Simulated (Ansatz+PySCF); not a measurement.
Results of a calculation; reference values are marked as such.
## Ansatz (development build ahead of 0.2.0) run

```yaml
crystal:
  periodic: [false, false, false]
  atoms:
    - { symbol: H, position_ang: [0.0, 0.0, -2.375] }
    - { symbol: H, position_ang: [0.0, 0.0, -1.425] }
    - { symbol: H, position_ang: [0.0, 0.0, -0.475] }
    - { symbol: H, position_ang: [0.0, 0.0, 0.475] }
    - { symbol: H, position_ang: [0.0, 0.0, 1.425] }
    - { symbol: H, position_ang: [0.0, 0.0, 2.375] }
basis:
  gaussian: { orbitals: "6-31G" }
hamiltonian:
  xc: hf
correlation:
  method: mp2
  frozen_orbitals: { H: 0 }
output:
  forces: true
```

The input is written out in the form of the current development build from the run's settings.

Results

| Item | Value |
| --- | --- |
| Converged | yes |
| Reference energy | -3.23589 hartree |
| Correlation energy | -0.06622 hartree |
| Total energy | -3.30211 hartree |

Forces (eV/Å):
```
atom     Fx     Fy      Fz
  H1  0.000  0.000   2.966
  H2  0.000  0.000  -5.907
  H3  0.000  0.000   5.270
  H4  0.000  0.000  -5.270
  H5  0.000  0.000   5.907
  H6  0.000  0.000  -2.966
```

Caution: bonds are stretched, where a single reference can fail; stretched shape with no unrestricted run beside it, a lower state can exist.
